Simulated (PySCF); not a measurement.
From a computed spectrum to the compound

A species of 7 atoms with charge 0 has these harmonic modes (PBE0, small Gaussian bases with core potentials, PySCF 2.14.0):

| cm⁻¹ | km/mol | symmetry |
| --- | --- | --- |
| 49 | 10.3 | a1 |
| 109 | 1.2 | e |
| 109 | 1.2 | e |
| 282 | 0.0 | a2 |
| 354 | 290.8 | e |
| 354 | 290.8 | e |
| 448 | 21.8 | e |
| 448 | 21.8 | e |
| 474 | 489.3 | a1 |
| 557 | 224.4 | e |
| 557 | 224.4 | e |
| 586 | 33.3 | a1 |
| 3989 | 140.4 | e |
| 3989 | 140.4 | e |
| 3990 | 26.4 | a1 |

Problem. Which species is it, and in which structure?

Solution. La(OH)3 (singlet):
```xyz
7

La    0.0000    0.0000   -0.1243
O     2.1190    0.0000    0.3190
H     3.0188    0.0000    0.6470
O    -1.0595    1.8351    0.3190
H    -1.5094    2.6144    0.6470
O    -1.0595   -1.8351    0.3190
H    -1.5094   -2.6144    0.6470
```
Ideal gas at 298.15 K and 1 bar: S = 357.0 J/(mol K), Cp = 108.8 J/(mol K), H − H(0 K) = 22.4 kJ/mol (rigid rotor, harmonic modes, spin degeneracy alone; the modes under 60 cm⁻¹ make these uncertain). 
 The answer isn't unique; the calculation gave this one.
